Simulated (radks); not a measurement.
The phosphorus ion P10+, configuration [He] 2s2 2p1 (the NIST ground configuration). All-electron calculation, scalar-relativistic Kohn-Sham, PBEsol, spin-unpolarised, spherical densities, point nucleus. Program: a radial shooting solver on a logarithmic mesh with Libxc functionals.

Normalised radial functions P(r) = r R(r), r in bohr:

r,1s
0.003336,0.3658
0.004042,0.4380
0.004936,0.5272
0.005981,0.6282
0.007247,0.7460
0.008852,0.8884
0.01073,1.0454
0.013,1.2230
0.01587,1.4291
0.01923,1.6449
0.0233,1.8734
0.02846,2.1163
0.03449,2.3418
0.04212,2.5507
0.05104,2.7055
0.06185,2.7920
0.07554,2.7852
0.09153,2.6675
0.1109,2.4343
0.1355,2.0800
0.1641,1.6644
0.1989,1.2234
0.2429,0.7965
0.2943,0.4653
0.3566,0.2341
0.4356,0.0944
0.5278,0.0316
0.6395,0.0081
0.781,0.0014
0.9464,0.0002
1.147,0.0000
1.401,0.0000

1s: eigenvalue -2491.6 eV, 0 radial nodes, <r> = 0.103 bohr, 90 % of the charge inside 0.184 bohr.
